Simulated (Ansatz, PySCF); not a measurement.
Species: N-germyl-N-methylmethanamine, C₂H₉GeN (charge 0, singlet). SMILES: C[N](C)[GeH3]
Coordinates optimised at B3LYP-D3(BJ)/def2-TZVP (Ansatz, an electronic-structure program):
```xyz
13

C     -1.9318    -0.4455    -0.1103
N     -0.7558     0.1895     0.4568
C     -0.9414     1.6131     0.6741
Ge     0.8845    -0.3433    -0.2158
H     -2.2126    -0.0458    -1.0986
H     -1.7721    -1.5201    -0.2138
H     -2.7895    -0.3004     0.5556
H     -0.0567     2.0453     1.1448
H     -1.7894     1.7782     1.3477
H     -1.1439     2.1754    -0.2522
H      0.9189    -1.8787    -0.1508
H      1.9632     0.2918     0.6763
H      1.1072     0.1089    -1.6837
```

Wanted: atomisation energy, in kcal/mol. Conventions: atomisation electronic, to ground-state atoms; LANL2DZ with its own core potentials from Na on; non-relativistic; no dispersion term unless named; spin-orbit terms left out; UHF or UKS for open shells; valence correlation only (noble-gas shells and the d and f shells of earlier blocks); six Cartesian d functions in 6-31G* and its kin unless marked 5d. Ab initio and DFT rows: single points at B3LYP-D3(BJ) geometries (Ansatz).

```json
[
 {"level": "HF/3-21G", "program": "Ansatz", "atomisation energy (kcal/mol)": "735.3"},
 {"level": "HF/6-31G* with LANL2DZ past Ar", "program": "Ansatz", "atomisation energy (kcal/mol)": "744.3"},
 {"level": "SVWN5/6-31G* with LANL2DZ past Ar", "program": "Ansatz", "atomisation energy (kcal/mol)": "1181.8"},
 {"level": "PBE/6-31G*", "program": "Ansatz", "atomisation energy (kcal/mol)": "1055.5"},
 {"level": "PBE/6-31G* with LANL2DZ past Ar", "program": "Ansatz", "atomisation energy (kcal/mol)": "1052.5"},
 {"level": "BP86/def2-SVP", "program": "PySCF", "atomisation energy (kcal/mol)": "1079.2"},
 {"level": "BP86/6-31G* with LANL2DZ past Ar (5d)", "program": "PySCF", "atomisation energy (kcal/mol)": "1071.8"},
 {"level": "B3LYP/STO-3G", "program": "Ansatz", "atomisation energy (kcal/mol)": "1324.1"},
 {"level": "B3LYP/6-31G", "program": "Ansatz", "atomisation energy (kcal/mol)": "1021.3"},
 {"level": "B3LYP/6-31G*", "program": "Ansatz", "atomisation energy (kcal/mol)": "1039.5"},
 {"level": "B3LYP/6-31G**", "program": "Ansatz", "atomisation energy (kcal/mol)": "1047.2"},
 {"level": "B3LYP/6-31G* with LANL2DZ past Ar", "program": "Ansatz", "atomisation energy (kcal/mol)": "1037.7"},
 {"level": "PBE0/6-31G*", "program": "Ansatz", "atomisation energy (kcal/mol)": "1041.9"},
 {"level": "PBE0/6-31G* with LANL2DZ past Ar", "program": "Ansatz", "atomisation energy (kcal/mol)": "1035.1"},
 {"level": "B2PLYP-D3(BJ)/def2-TZVPD", "program": "Ansatz + dftd3", "atomisation energy (kcal/mol)": "1040.1"}
]
```

No value to compare with is used here. The 14 habitual levels span 735.3 (HF/3-21G) to 1324.1 kcal/mol (B3LYP/STO-3G); B2PLYP-D3(BJ)/def2-TZVPD gives 1040.1.

The levels are drawn from those run, B3LYP/6-31G* more often than the rest, none by its result; left out are runs that failed, that the program found above a lower state of the same kind, or whose <S^2> lies over 0.5 above the pure value.
